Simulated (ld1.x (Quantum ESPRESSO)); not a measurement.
Transferability test, PAW potential for carbon (C)

ld1.x (Quantum ESPRESSO) 7.5 input, shortened:

```
&input
   title='C', zed=6., rel=0, dft='PBE', iswitch=3,
   config='[He] 2s2 2p1.5 3d-2'
 /
 &inputp
   pseudotype=3, lpaw=.true., tm=.true., lloc=-1, rcloc=1.55,
   nlcc=.true., new_core_ps=.true., rcore=0.85,
   which_augfun='PSQ', rmatch_augfun=0.85
 /
5
2S  1  0   2.00   0.00  1.05  1.35  0.0
2S  1  0   0.00  -0.80  1.05  1.35  0.0
2P  2  1   1.50   0.00  2.15  2.35  0.0
2P  2  1   0.00   4.00  2.15  2.35  0.0
3D  3  2  -2.00   0.10  1.85  2.45  0.0
 &test
   configts(1)='2s2 2p1.5'
 /
```

Energies are relative to the spin-unpolarised reference configuration 2s2 2p1.5; without spin polarisation the order of configurations can differ from experiment. The frozen-core shift is the all-electron ΔE with the core orbitals held at their reference shape minus the fully relaxed ΔE.

| valence configuration | charge | ΔE all-electron (eV) | error AE − PS (meV) | frozen-core shift (meV) |
| --- | --- | --- | --- | --- |
| 2s2 2p1 | +1 | 6.900 | +0.8 | +0.1 |
| 2s2 2p0 | +2 | 31.060 | +1.1 | +2.4 |
| 2s1 2p2 | +1 | 15.637 | +1.1 | +0.6 |
| 2s0 2p4 | 0 | 12.980 | -2.0 | +1.6 |
| 2s1 2p0 | +3 | 79.232 | -5.5 | +14 |
| 2s2 2p2.3 | -0.3 | -5.124 | +2.0 | 0.0 |

Q: What are ΔE and the potential's error for 2s2 2p2?

A: ΔE = -3.965 eV all-electron; the error (AE − PS) is +0.9 meV.

Levels in the configuration 2s1 2p0:

| level | all-electron (eV) | pseudo (eV) |
| --- | --- | --- |
| 2s | -56.080 | -56.095 |
